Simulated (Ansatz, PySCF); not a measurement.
Complex: H2O (SMILES O) (first 3 atoms) with CH2O2 (SMILES O=CO); geometry from B3LYP-D3(BJ)/def2-TZVP.
(charge 0, multiplicity 1):
```xyz
8

O      0.68715     0.14478     0.20756
H      0.35834    -0.31763    -0.57006
H     -0.07471     0.59904     0.61144
O     -0.90497     0.69445     2.43326
C     -0.25132    -0.04032     3.13804
O      0.78768    -0.76478     2.75243
H     -0.45822    -0.18844     4.20526
H      0.94296    -0.60523     1.78444
```

Basis-set superposition error: the interaction energy with monomers in their own basis, and in the dimer's basis (counterpoise).

Run with Ansatz (a program for electronic structure) with Gaussian orbitals; PySCF for 6-31G* rows. Each number belongs to the level named beside it.

| level | uncorrected (meV) | counterpoise (meV) | difference |
|---|---|---|---|
| HF/6-31G* | -505.1 | -405.3 | 99.7 |
| SVWN5/def2-TZVPPD | -759.0 | -754.7 | 4.2 |
| BLYP/def2-TZVPPD | -382.0 | -379.0 | 3.0 |
| revPBE/def2-TZVPPD | -329.4 | -326.7 | 2.8 |
| BHLYP/def2-TZVPPD | -476.5 | -474.2 | 2.3 |
| CAM-B3LYP/def2-TZVPPD | -497.9 | -495.0 | 2.8 |
| wB97X-V/def2-TZVPPD | -488.1 | -485.5 | 2.6 |
| MP2/aug-cc-pVQZ | -490.2 | -469.7 | 20.4 |
| CCSD/aug-cc-pVDZ | -451.8 | -384.2 | 67.6 |
| CCSD(T)/aug-cc-pVDZ | -480.2 | -404.9 | 75.3 |

The error is largest for HF/6-31G* (99.7 meV) and smallest for BHLYP/def2-TZVPPD (2.3 meV).
